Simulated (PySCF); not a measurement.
## Unknowns

PySCF 2.14.0 with density-fitted response routines calculation with shielding tensors at PBE0/pcSseg-1 (GIAO) and GFN2-xTB geometry; in vacuum, equivalent nuclei averaged, no relativistic terms, single conformer.

Chemical shifts δ = σref − σ; 1H and 13C against TMS, all at this level. Where no couplings were computed, multiplicities follow the n + 1 count of equivalent neighbours, and m marks all less simple cases (inequivalent or close neighbours, rings, F or P nearby). Shifts are as computed. Against solution values, carbons near 30 ppm lie about +3 ppm off and those near 130 ppm about +5 ppm. Of 1211 compounds with measured shifts, 218 miss one by over three times the rms of a fit or turn the order of signals round; such compounds aren't used in these exercises.

**Question.** C$_{8}$H$_{12}$. 1H NMR (600 MHz, computed): δ 6.52 (m, 1H), 6.14 (m, 1H), 5.99 (m, 1H), 5.39 (m, 1H), 5.28 (m, 1H), 2.89 (m, 1H), 2.29 (m, 2H), 1.99 (m, 1H), 1.90 (m, 2H), 1.85 (m, 1H). 13C{1H} NMR (computed): δ 150.7 (CH), 145.8 (CH), 137.0 (CH), 122.4 (CH2), 40.0 (CH), 28.8 (CH2), 17.1 (CH2). What is it?

**Answer.** SMILES C=C/C=C/C1CCC1. Rings plus π bonds: 3 (1 ring in the answer). 7 carbon signals for 8 carbons: some carbons are equivalent by symmetry or fast rotation. Carbon types of the structure: 4 × CH, 4 × CH2, which accounts for all hydrogens. δC 150.7, 145.8, 137.0: alkene CH; as expected for a trigonal carbon in a double bond. δC 122.4: terminal =CH2 carbon; as expected for a trigonal carbon in a double bond. δC 40.0: allylic sp3 CH; aliphatic region, no heteroatom directly attached. δH 2.89: hydrogen on an allylic sp3 CH; allylic position.

This is the structure that produced the data.

**Question.** C$_{8}$H$_{12}$. 1H NMR (300 MHz, computed): δ 7.03 (m, 1H), 6.22 (m, 1H), 5.82 (m, 1H), 5.58 (m, 1H), 5.52 (m, 1H), 5.51 (m, 1H), 5.44 (m, 1H), 3.00 (m, 2H), 1.83 (d, 3H). 13C{1H} NMR (computed): δ 140.2 (CH), 139.5 (CH), 136.7 (CH), 136.5 (CH), 134.8 (CH), 124.4 (CH2), 37.9 (CH2), 22.1 (CH3). Give a structure.

**Answer.** SMILES C=C/C=C\C/C=C/C. Rings plus π bonds: 3 (no ring in the answer). 8 carbon signals for 8 carbons: no two carbons are equivalent. Carbon types of the structure: 5 × CH, 2 × CH2, 1 × CH3, which accounts for all hydrogens. δC 140.2, 139.5, 136.7, 136.5, 134.8: alkene CH; the olefinic region. δC 124.4: terminal =CH2 carbon; an sp2 carbon of a C=C bond. δC 22.1: allylic methyl carbon; saturated and bonded to C and H only. δH 3.00: hydrogen on an allylic sp3 CH2; allylic position.

The data come from this structure; uniqueness wasn't tested.
